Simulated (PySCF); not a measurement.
## Radial density of Cd (cadmium, neutral)

UHF, [Kr] 4d9 5s2 6s1, high-spin 3D determinant (an excited configuration). Calculation: PySCF 2.14, in x2c-TZVPPall with one added diffuse shell each of s, p, d, f type (9s7p7d3f1g, 95 functions); the spin-free X2C one-electron Hamiltonian (Gaussian nucleus).

```csv
r (bohr),4πr²ρ (e/bohr),4πr²(ρα − ρβ)
0.0318,56.00,0.0001
0.0536,56.86,0.0055
0.0901,78.20,0.0476
0.152,57.46,0.1861
0.255,62.06,0.2305
0.429,35.59,-0.0014
0.721,19.06,0.6943
1.21,12.93,0.8499
2.04,2.663,0.1918
3.43,0.5384,-0.0032
5.77,0.1649,0.1456
9.71,0.1031,0.1030
16.3,0.0005647,0.0006
```

Densities and radii are taken from the X2C orbitals without a picture-change correction, which distorts them close to the nucleus.

The outer electron is Rydberg-like, and this basis confines it to a smaller radius and binds it less than a complete one would.

Q: Where is the radial spin density 4πr²(ρα − ρβ) most negative, and why is it negative at all?

A: Around r = 3.43 bohr, down to -0.0032 e/bohr: exchange with the open shell polarises the paired shells in an unrestricted calculation.
